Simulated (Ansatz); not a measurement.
`[SiH3][O+]([SiH3])[GaH3-]`. Charge 0, multiplicity 1. Geometry: relaxed with PBE0-D4/def2-TZVP.

```xyz
13

Si    0.389    0.682   -1.585
O    -0.149   -0.053   -0.179
Si   -1.679   -0.322    0.452
Ga    1.463   -0.425    1.278
H     1.604   -0.035   -2.023
H    -0.698    0.551   -2.586
H     0.667    2.110   -1.316
H    -1.658   -1.633    1.131
H    -2.621   -0.331   -0.695
H    -2.023    0.772    1.386
H     1.825   -1.895    0.857
H     0.526   -0.189    2.526
H     2.354    0.768    0.755
```

(1) What is the dipole moment at ωB97M-V/def2-TZVPP? (Best estimate.)

(2) And with PBE, r2SCAN, B3LYP? (An estimate is asked.)

(3) Give the Mulliken charges with ωB97M-V, r2SCAN, B3LYP in def2-TZVPP. (Estimate.)

Answers

(1) Ansatz gave: 2.78 D, with components (-2.04, 0.61, -1.78) D in this frame, pointing from negative to positive charge.

(2) Computed: PBE 2.70 D, r2SCAN 2.76 D, B3LYP 2.79 D.

(3) Ansatz gave: 
```json
{"atom": "Si1", "ωB97M-V": "0.25", "r2SCAN": "0.39", "B3LYP": "0.36"}
{"atom": "O2", "ωB97M-V": "-0.40", "r2SCAN": "-0.41", "B3LYP": "-0.38"}
{"atom": "Si3", "ωB97M-V": "0.24", "r2SCAN": "0.39", "B3LYP": "0.36"}
{"atom": "Ga4", "ωB97M-V": "0.07", "r2SCAN": "0.16", "B3LYP": "0.14"}
{"atom": "H5", "ωB97M-V": "0.02", "r2SCAN": "-0.03", "B3LYP": "-0.03"}
{"atom": "H6", "ωB97M-V": "-0.01", "r2SCAN": "-0.05", "B3LYP": "-0.05"}
{"atom": "H7", "ωB97M-V": "0.00", "r2SCAN": "-0.04", "B3LYP": "-0.04"}
{"atom": "H8", "ωB97M-V": "0.02", "r2SCAN": "-0.03", "B3LYP": "-0.03"}
{"atom": "H9", "ωB97M-V": "-0.01", "r2SCAN": "-0.05", "B3LYP": "-0.05"}
{"atom": "H10", "ωB97M-V": "0.01", "r2SCAN": "-0.04", "B3LYP": "-0.04"}
{"atom": "H11", "ωB97M-V": "-0.06", "r2SCAN": "-0.09", "B3LYP": "-0.08"}
{"atom": "H12", "ωB97M-V": "-0.07", "r2SCAN": "-0.10", "B3LYP": "-0.09"}
{"atom": "H13", "ωB97M-V": "-0.07", "r2SCAN": "-0.10", "B3LYP": "-0.09"}
```

B3LYP here is the variant with VWN-RPA as its local correlation; programs differ in this.
